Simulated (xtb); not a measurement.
ClMoO₂ (SMILES [O]=[Mo+](=[O])[Cl]), charge +1, singlet, geometry from GFN2-xTB (such geometries of metal compounds can be far from the true shape) (the multiplicity is a formal guess). Base run: GFN2-xTB run with xtb.

Geometry (Å):
```xyz
4

Mo     0.2597     0.0318     0.3459
O      1.4798    -0.7312    -0.4455
O     -0.6682    -1.0249     1.1942
Cl    -1.0236     0.7479    -1.2070
```
Charge +1, spin multiplicity 1.
All else is at xtb's defaults.
Base energy -14.21912 Eh.

Each row names what was changed in the base input (with any setting that the change needs).

| change | ΔE vs base (kcal/mol) | HOMO-LUMO gap (eV) | G_solv (kcal/mol) | SCF cycles |
|---|---|---|---|---|
| base | 0.000 | 0.59 | - | 29 |
| gbsa = chcl3 | -51.16 | 0.65 | -51.72 | 27 |
| alpb = toluene | -44.90 | 0.61 | -45.01 | 29 |
| etemp = 5000 | -16.56 | 1.34 | - | 24 |
| alpb = thf | -48.99 | 0.62 | -49.15 | 28 |
| acc = 0.0001 | 0.000 | 0.59 | - | 40 |
| etemp = 10 | 0.000 | 0.59 | - | 25 |
| alpb = methanol | -53.51 | 0.64 | -54.15 | 29 |

ALPB and GBSA are two models with their own fitted parameters for each solvent, which aren't always the measured dielectric constant.
